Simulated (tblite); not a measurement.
Species: C₄H₈BrNSi.
Atom-mapped SMILES: `[CH2:1]=[N:2]/[CH:3]=[C:4](\[Br:5])[CH2:6][SiH3:7]` (hydrogens: H8, H9 on C1; H10 on C3; H11, H12 on C6; H13, H14, H15 on Si7)

Computed with GFN2-xTB (tblite), gas phase: L-BFGS steps from a force-field or distance-geometry start until the largest atomic force falls under 0.01 eV/Å.

Step 20: E = -580.1059 eV
```
atom  x, y, z in Å  |  force x, y, z in eV/Å
C1      3.3523   -0.2709   -0.3187   -0.016  -0.025   0.015
N2      2.2439   -0.0190   -0.8415   -0.029   0.010  -0.038
C3      1.1453    0.4499   -0.1430    0.005  -0.016   0.070
C4      0.0542   -0.2509    0.1531   -0.048   0.005  -0.030
Br5    -0.0200   -2.1083   -0.3187    0.023   0.004   0.027
C6     -1.1470    0.2453    0.8708   -0.036  -0.004  -0.006
Si7    -2.7754    0.0978   -0.1504    0.047  -0.019  -0.019
H8      4.1653   -0.6045   -0.9476   -0.062  -0.006  -0.064
H9      3.5639   -0.1909    0.7503    0.028   0.027   0.043
H10     1.1718    1.5055    0.1047    0.014   0.017   0.030
H11    -0.9811    1.2789    1.1793    0.042  -0.016  -0.042
H12    -1.2641   -0.3447    1.7838   -0.034   0.031   0.011
H13    -3.5519   -1.0278    0.3719    0.033   0.015  -0.028
H14    -2.4459   -0.1043   -1.5606   -0.006   0.024   0.026
H15    -3.5160    1.3519    0.0222    0.040  -0.048   0.006
```

Step 21: E = -580.1070 eV
```
atom  x, y, z in Å  |  force x, y, z in eV/Å
C1      3.3540   -0.2719   -0.3197   -0.023  -0.017   0.008
N2      2.2451   -0.0177   -0.8400   -0.070   0.011  -0.018
C3      1.1467    0.4506   -0.1400    0.005   0.002   0.067
C4      0.0549   -0.2498    0.1551   -0.074  -0.034  -0.026
Br5    -0.0169   -2.1112   -0.3157    0.022   0.055   0.038
C6     -1.1492    0.2463    0.8703    0.012  -0.011  -0.008
Si7    -2.7756    0.0985   -0.1532    0.057  -0.016   0.016
H8      4.1619   -0.6093   -0.9528   -0.044  -0.003  -0.056
H9      3.5695   -0.1894    0.7483    0.031   0.019   0.042
H10     1.1703    1.5066    0.1095    0.026  -0.002   0.018
H11    -0.9823    1.2805    1.1782    0.034  -0.032  -0.042
H12    -1.2689   -0.3437    1.7836   -0.026   0.043  -0.004
H13    -3.5493   -1.0274    0.3685    0.015  -0.009  -0.019
H14    -2.4467   -0.1040   -1.5609    0.004   0.024  -0.017
H15    -3.5179    1.3497    0.0243    0.030  -0.029   0.002
```

Question: Estimate the geometry and energy of step 22. (The exact step hangs on the optimiser's Hessian estimate; all steps are aligned on step 21, rigid shifts and turns removed.)

Answer: E = -580.1082 eV, largest force 0.099 eV/Å
```
atom  x, y, z in Å  |  force x, y, z in eV/Å
C1      3.3548   -0.2731   -0.3206   -0.030  -0.004  -0.005
N2      2.2453   -0.0162   -0.8387   -0.090   0.000   0.029
C3      1.1477    0.4511   -0.1355   -0.003   0.019   0.050
C4      0.0549   -0.2493    0.1566   -0.073  -0.056  -0.017
Br5    -0.0132   -2.1135   -0.3120    0.018   0.088   0.042
C6     -1.1512    0.2472    0.8696    0.056  -0.015  -0.005
Si7    -2.7747    0.0990   -0.1558    0.051  -0.013   0.040
H8      4.1568   -0.6143   -0.9594   -0.030   0.003  -0.035
H9      3.5755   -0.1872    0.7469    0.025   0.007   0.012
H10     1.1691    1.5075    0.1152    0.034  -0.021   0.009
H11    -0.9825    1.2817    1.1760    0.025  -0.036  -0.039
H12    -1.2745   -0.3415    1.7835   -0.015   0.046  -0.010
H13    -3.5461   -1.0271    0.3645   -0.002  -0.035  -0.009
H14    -2.4473   -0.1032   -1.5615    0.017   0.023  -0.061
H15    -3.5189    1.3468    0.0267    0.018  -0.006  -0.001
```

The energy changes by -0.0012 eV. The first-order estimate −F·Δx gives -0.0016 eV and the mean of the old and new forces, exact on a quadratic surface, -0.0012 eV. The step makes an angle of 65° with the force vector and moves no atom by more than 0.010 Å.

The cost below is that of the whole relaxation. The run took 2.0 s wall on Arm Neoverse N1, one thread, no GPU, shared host.
